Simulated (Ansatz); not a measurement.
```yaml
crystal:
  periodic: [false, false, false]
  atoms:
    - {symbol: F, position_ang: [0.773518, -1.036979, 1.396256]}
    - {symbol: C, position_ang: [0.299363, -0.633137, 0.162174]}
    - {symbol: F, position_ang: [0.509920, -1.694665, -0.697881]}
    - {symbol: Si, position_ang: [-1.595483, -0.348700, 0.311310]}
    - {symbol: Si, position_ang: [1.370153, 0.845997, -0.437119]}
    - {symbol: H, position_ang: [-1.822291, 0.756797, 1.274734]}
    - {symbol: H, position_ang: [-2.112063, 0.032672, -1.026387]}
    - {symbol: H, position_ang: [-2.223873, -1.604729, 0.785712]}
    - {symbol: H, position_ang: [1.184725, 1.967084, 0.517090]}
    - {symbol: H, position_ang: [2.787448, 0.413650, -0.480617]}
    - {symbol: H, position_ang: [0.893883, 1.245109, -1.784571]}
basis:
  gaussian: {orbitals: "6-31++G**"}
hamiltonian: {xc: {name: BHLYP}}
scf: {lower_state_search: off}
```

```sh
$ ansatz run in.yaml --threads 4 --pin off --events-out ev --progress --plain --max-ram 10444MiB
```

It prints (some lines left out):

```
Functional definition: BHLYP
1436 factors; their error is unknown
mean field evaluation 1: about -22317.9742 eV, gradient 2.7e1 eV
mean field evaluation 2: about -22318.4467 eV, gradient 2.6e1 eV
mean field evaluation 4: about -22319.4074 eV, gradient 1.3e0 eV
mean field evaluation 8: about -22319.6846 eV, gradient 3.1e-1 eV
mean field evaluation 16: about -22319.6847 eV, gradient 4.1e-6 eV
mean field -22319.68473752 eV, -820.2332852780 hartree, gradient 4.1e-6 eV, S^2 0.000000; 0 other end points of the search recorded, 0 dependent functions left out
reference -22319.68499383 eV, -820.2332946973 hartree; 29, 29 occupied and 110, 110 virtual orbitals, 1436 factors
Total energy: -22319.68499383 eV, -820.2332946973 hartree
Checks for a lower state left out: stability, starts, cluster_reference, orbital_swaps, neighbouring_geometries, increment
```

Run time 1 s (4 threads of an Arm Neoverse V2 on a shared host); peak host memory 0.48 GiB.
